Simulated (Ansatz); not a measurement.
Species: H2BO, charge 0, doublet. H2BO (SMILES [O]B, doublet).
B3LYP-D3(BJ)/def2-TZVP minimum from Ansatz (a first-principles code):
```
B
O 1 1.2808
H 1 1.2095 2 120.32
H 1 1.2095 3 119.37 2 180.00
```
Charge 0, spin multiplicity 2.

Atomisation energy term by term, kcal/mol (programs: Ansatz). UHF or UKS for unpaired electrons; spin-orbit terms are left out. Cores are frozen in correlated methods. Rows without X2C or -DK are non-relativistic. CBS(X,Y): correlation extrapolated as X^-3, Hartree-Fock from the larger set (Q,5: extrapolated as (X+1)exp(-9√X)). A bracket is a step between two methods taken in the basis named. 'core' is core correlation in cc-pwCVTZ, 'X2C' scalar relativity in cc-pVTZ-DK, both at CCSD(T). Where a partner has so few electrons that a lower coupled-cluster level is exact, that level stands in.

```csv
term,basis,kcal/mol
Hartree-Fock,"CBS(cc-pVQZ,cc-pV5Z)",249.17
CCSD correlation,"CBS(cc-pVQZ,cc-pV5Z)",69.80
(T),"CBS(cc-pVQZ,cc-pV5Z)",4.97
CCSDT(Q) - CCSD(T),cc-pVTZ,0.76
CCSDTQ - CCSDT(Q),cc-pVDZ,-0.05
core correlation,cc-pwCVTZ,1.63
scalar relativity,"X2C, cc-pVTZ-DK",-0.21
sum: De,,326.1
```

The step beyond CCSD(T) by other levels: CCSDTQ in cc-pVDZ 0.74; CCSDT(Q) in cc-pVDZ 0.78 kcal/mol.
